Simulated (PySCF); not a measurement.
# La(NH2)3: one run

La(NH2)3 (singlet). PySCF 2.14.0, RKS BP86, La lcecp-1-SVP with ECP46, N def2-SVP, H def2-SVP; non-relativistic Hamiltonian with scalar-relativistic core potentials where named; density fitting; no spin-orbit coupling. The geometry is an unrelaxed template.

```python
mol = gto.M(atom='''
La     0.00000     0.00000     0.00000
N      2.35800     0.00000     0.00000
H      2.94800     0.00000     0.83000
H      2.94800     0.00000    -0.83000
N     -1.17900     2.04210     0.00000
H     -1.47400     2.55300     0.83000
H     -1.47400     2.55300    -0.83000
N     -1.17900    -2.04210     0.00000
H     -1.47400    -2.55300     0.83000
H     -1.47400    -2.55300    -0.83000''',
    basis={'La': 'lcecp-1-SVP', 'N': 'def2-SVP', 'H': 'def2-SVP'},
    ecp={'La': 'lcecp-1-SVP'},
    charge=0, spin=0)
mf = dft.RKS(mol, xc='B88,P86')
mf.grids.atom_grid = (50, 194)  # f atoms: unpruned, at least (60, 302)
mf = mf.density_fit()  # fitting sets: La AutoAux, N def2-universal-JKFIT, H def2-universal-JKFIT
mf.conv_tol = 1e-08; mf.max_cycle = 55
mf.kernel(dm0)  # dm0: free metal ions and neutral atoms
```

Run from Python with OMP_NUM_THREADS=2; the lines above give its settings. Where DIIS fails, smearing, a level shift and second-order steps follow.
It took 3.9 s on 2 threads of Arm Neoverse V1, with other jobs on the host, peak memory 0.66 GiB.

(1) Where do the frontier levels lie, over both spins?

(2) What are the Mulliken charges and spins?

Answers

(1) HOMO -4.08 eV, LUMO -2.20 eV. The large-core potential holds the 4f shell empty.

(2) 
| atom | charge (e) | spin (e) |
| --- | --- | --- |
| La1 | 0.953 | 0.000 |
| N2 | -0.531 | 0.000 |
| H3 | 0.107 | 0.000 |
| H4 | 0.107 | 0.000 |
| N5 | -0.531 | 0.000 |
| H6 | 0.107 | 0.000 |
| H7 | 0.107 | 0.000 |
| N8 | -0.531 | 0.000 |
| H9 | 0.107 | 0.000 |
| H10 | 0.107 | 0.000 |
